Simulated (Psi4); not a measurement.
CH4AlF2N, singlet, geometry from GFN2-xTB (such geometries of metal compounds can be far from the true shape).

The Psi4 input:
```
memory 2 GB

molecule {
0 1
Al    0.21365704    0.38779244    0.31759625
F     1.60612922    0.96547374    0.97191782
F    -1.18379662    1.18332346    0.65944486
N     0.22107563   -1.04534508   -0.72167103
C    -0.92225956   -1.67384830   -1.37086379
H     1.08665733   -1.52633535   -0.92487280
H    -1.04908301   -2.70628264   -1.03382730
H    -0.80876905   -1.67198902   -2.45839076
H    -1.82131223   -1.11536418   -1.11704453
}

set {
  basis def2-svp
  freeze_core true
}

energy('ccsd(t)')
print_variables()
```

What does this run give for the number of basis functions, coupled-cluster correlation energy (without the perturbative part), MP2 correlation energy, total energy, nuclear repulsion energy?


| Item | Value |
|---|---|
| number of basis functions | 94 |
| coupled-cluster correlation energy (without the perturbative part) | -0.7722 Eh |
| MP2 correlation energy | -0.7430 Eh |
| total energy | -536.1051 Eh |
| nuclear repulsion energy | 223.6671 Eh |

Roughly what does it cost on one core?

around 60 core-seconds (rough).
